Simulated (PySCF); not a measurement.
**NMR problem set**

[PySCF 2.14: structure optimised with GFN2-xTB; σ from GIAO-PBE0/pcSseg-1; B3LYP/pcJ-1 coupling constants (spin–dipole term left out of most H,H and C,H couplings); fast rotation and ring inversion assumed for equivalent nuclei; non-relativistic Hamiltonian; one conformer; isolated molecule]

References, each an isolated molecule treated in the same way: TMS for ¹H (σ = 31.72 ppm) and ¹³C (σ = 186.93 ppm). Multiplet labels drop J under 1 Hz and among equivalent protons, and merge close values. Unscaled 3J(H,H) run several per cent high. Splittings of carbon signals by F and P are missing where no couplings were computed. Where no couplings were computed, multiplicities follow the n + 1 count of equivalent neighbours, and m marks all less simple cases (inequivalent or close neighbours, rings, F or P nearby). One-bond C–F couplings are unscaled and too large by tens of Hz. Shifts are as computed. Against solution values, carbons near 30 ppm lie about +3 ppm off and those near 130 ppm about +5 ppm. Of 1211 compounds with measured shifts, 218 miss one by over three times the rms of a fit or turn the order of signals round; such compounds aren't used in these exercises.

Question: C4H6F3NSi. ¹H NMR (400 MHz, computed): δ 9.02 (m, 1H), 9.01 (m, 1H), 6.73 (m, 1H), 6.60 (m, 1H), 5.97 (m, 1H), 5.31 (m, 1H). ¹³C{¹H} NMR (computed): δ 179.7 (CH2), 146.3 (CH2), 138.4 (C), 136.8 (CH). Identify the compound.

Answer: `C=C[Si@@H](N=C)C(F)(F)F`. Rings plus π bonds: 2 (no ring in the answer). 4 carbon signals for 4 carbons: no two carbons are equivalent. Carbon types of the structure: 1 × C, 1 × CH, 2 × CH2, leaving 1 H on heteroatoms. δC 179.7: C=N carbon. δC 146.3: terminal =CH2 carbon; an sp2 carbon of a C=C bond. δC 138.4: CF3 carbon; 3 electronegative neighbours deshield it. δC 136.8: alkene CH; as expected for a trigonal carbon in a double bond.

The shifts were computed for this structure.

Question: C4H7F. ¹H NMR (300 MHz, computed): δ 6.83 (ddt, J = 91.5, 5.8, 1.8 Hz, 1H), 4.97 (dtd, J = 33.5, 8.5, 5.8 Hz, 1H), 2.31 (quint of d of d, J = 8.1, 2.7, 1.8 Hz, 2H), 1.07 (t, J = 8.0 Hz, 3H). ¹³C{¹H} NMR (computed): δ 157.0 (d, J = 324.4 Hz), 120.9 (d, J = 3.7 Hz), 21.2 (d, J = 6.3 Hz), 17.3. What is it?

Answer: `CC/C=C\F`. Rings plus π bonds: 1 (no ring in the answer). 4 carbon signals for 4 carbons: no two carbons are equivalent. Carbon types of the structure: 2 × CH, 1 × CH2, 1 × CH3, which accounts for all hydrogens. δC 157.0, 120.9: alkene CH; as expected for a trigonal carbon in a double bond. δC 21.2: allylic sp3 CH2; a saturated carbon with 2 carbon neighbours and no heteroatom attached. δH 6.83, 4.97: hydrogen on an alkene CH; a vinylic proton, deshielded by the sp2 carbon and the C=C anisotropy. δH 2.31: hydrogen on an allylic sp3 CH2; allylic position. The protons at 2.31 and 4.97 share a coupling of 8.5 Hz (vicinal). The protons at 1.07 and 2.31 share a coupling of 8.0 Hz (vicinal). The protons at 4.97 and 6.83 share a coupling of 5.8 Hz (vicinal, cis across C=C).

This is the structure that produced the data.
